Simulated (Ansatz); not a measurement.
Consider the redistribution: `[NH2][Zn][AlH][F]` + `CN[SiH3]` → `[F][AlH][NH][SiH3]` + `[CH3][Zn][NH2]`.

Program: Ansatz. Geometries: PBE0-D4/def2-TZVP. ΔE: electronic, gas phase. CCSD(T)/CBS is the MP2 limit (def2-TZVPP, def2-QZVPP) plus CCSD(T) − MP2 in def2-TZVPP, frozen cores. Functionals use def2-TZVPP. For Zn outer-core shells are correlated without core-valence functions, which leaves a few kJ/mol of doubt a bond. Scalar relativity is left out up to krypton. Each species was taken in one conformer, which may not be the lowest.

| level | ΔE (kJ/mol) |
| --- | --- |
| r2SCANh-D4 | -142.6 |
| r2SCAN | -142.8 |
| PBE0 | -127.4 |
| SCS-MP2/def2-QZVPP | -152.4 |

**Question.** What does CCSD(T)/CBS give? (An estimate is asked.)

**Answer.** The calculation gave: -145.7 kJ/mol. The listed levels differ from it by 3.1, 2.9, 18.3, -6.7 kJ/mol.

Largest T1 diagnostic among the species: 0.016.

From PBE to PBE0 (25 % exact exchange), in def2-TZVPP and without D4, ΔE moves by −3.1 kJ/mol. At CCSD(T), def2-SVP lies +13.0 kJ/mol from the extrapolated value and def2-TZVPP −0.7 kJ/mol.
